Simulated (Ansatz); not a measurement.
CH₇AlN₂Sn. The species carries charge 0 and has multiplicity 1. Sn: def2 effective core potential. The bonds changed during the relaxation, so this is another structure than the one it started from. Geometry: relaxed with PBE0-D4/def2-TZVP. It is one conformer, not always the lowest.

```xyz
12

N    -0.543   -0.586   -1.286
C    -0.780    0.688   -0.379
N    -0.739    0.352    0.993
Sn    1.239   -0.111    1.501
Al    1.065    0.549   -1.038
H    -1.006   -0.526   -2.187
H    -0.800   -1.452   -0.825
H    -1.686    1.192   -0.716
H    -1.543   -0.164    1.338
H     1.655    0.859    2.856
H     1.287   -1.730    2.100
H     1.851    0.929   -2.357
```

Problem. What is the dipole moment at B3LYP/def2-TZVPP? (Best estimate.)

Solution. Computed: 3.19 D, with components (-1.70, -1.64, -2.14) D in this frame, pointing from negative to positive charge.

Problem. And with PBE, r2SCAN, ωB97M-V? (Estimate.)

Solution. Ansatz gave: PBE 3.23 D, r2SCAN 3.28 D, ωB97M-V 3.22 D.

Problem. Give the Mulliken charges with B3LYP, r2SCAN, ωB97M-V in def2-TZVPP. (An estimate is asked.)

Solution. Ansatz gave: 
```tsv
atom	B3LYP	r2SCAN	ωB97M-V
N1	-0.15	-0.14	-0.12
C2	-0.09	-0.11	-0.14
N3	-0.49	-0.52	-0.48
Sn4	0.47	0.43	0.36
Al5	0.24	0.33	0.27
H6	0.13	0.13	0.12
H7	0.13	0.13	0.12
H8	0.10	0.06	0.11
H9	0.11	0.12	0.09
H10	-0.14	-0.14	-0.11
H11	-0.16	-0.16	-0.12
H12	-0.12	-0.14	-0.09
```

B3LYP here is the variant with VWN-RPA as its local correlation; programs differ in this.
